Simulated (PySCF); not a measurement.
BeFI, SMILES [F][Be][I].

Coordinates come from a PBE-D3(BJ)/def2-TZVP optimisation. The def2 effective core potentials stand for the cores of I; spin–orbit coupling is left out.

Calculation: IEF-PCM-B3LYP/def2-SVP in PySCF.

The values are the electrostatic part of the solvation free energy, E(continuum) − E(gas) at the gas-phase geometry, in a cavity of scaled van der Waals radii (PySCF's table); cavitation and dispersion terms are not included. A continuum can't describe solvent molecules that bind to the metal. In vacuum the orbital gap is 6.98 eV. The dipole moment in vacuum is 0.58 D.

```tsv
solvent	ε	ΔG(elec) (kcal/mol)	dipole (D)	gap (eV)
water	78.36	-6.2	0.13	7.23
tetrahydrofuran	7.43	-5.0	0.24	7.17
N,N-dimethylformamide	37.22	-6.1	0.15	7.22
```
